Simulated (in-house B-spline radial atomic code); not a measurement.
A calculation on Cr⁶⁺: its settings, and results tabulated from the run. Method: non-relativistic LDA exchange-only, spin-polarised, spherical fractional occupations, point nucleus. Calculated with a radial B-spline atomic code at the basis-set limit.

Command:
```bash
python run_scf.py task.json out
```
Settings:
```
Z                24
configuration    [Ne] 3s2 3p6
hamiltonian      nr
method           lda,
spin_polarised   True
```

Output (hartree, bohr):
```
 radial grid: 44 intervals, B-splines of order 8, outer radius 10.2985 bohr

 iter        energy (Eh)    residual
    1       -1024.826915    5.48e-01
    2       -1029.856938    2.27e-01
    3       -1030.591626    7.30e-02
    4       -1030.672839    2.28e-02
    5       -1030.680567    8.60e-03
    6       -1030.681913    3.37e-04
    7       -1030.681914    3.01e-06
    8       -1030.681914    4.98e-08

 total energy                     -1030.68191
 kinetic                            1030.6819
 electron-nucleus                  -2378.3828
 Hartree                             358.1627
 exchange-correlation                -41.1437

 orbital      occ     eigenvalue          <r>       <r^2>       <1/r>       <r^4>       r_max
 1s up      1.000      -217.9521    0.0643191   0.0055488     23.4745 7.86575e-05     0.04233
 1s down    1.000      -217.9521    0.0643191   0.0055488     23.4745 7.86575e-05     0.04233
 2s up      1.000       -28.3515     0.296592    0.103803     4.96775   0.0187827      0.2468
 2s down    1.000       -28.3515     0.296592    0.103803     4.96775   0.0187827      0.2468
 2p up      3.000       -24.7524     0.261238    0.083896     4.91797   0.0143125       0.199
 2p down    3.000       -24.7524     0.261238    0.083896     4.91797   0.0143125       0.199
 3s up      1.000        -6.4201     0.854335    0.834727     1.65635     1.07481      0.7615
 3s down    1.000        -6.4201     0.854335    0.834727     1.65635     1.07481      0.7615
 3p up      3.000        -5.3787     0.875419    0.889269     1.56572     1.27793       0.765
 3p down    3.000        -5.3787     0.875419    0.889269     1.56572     1.27793       0.765
```

Cost of the run: 0.07 s on 1 thread of Arm Neoverse V1, on a shared host.
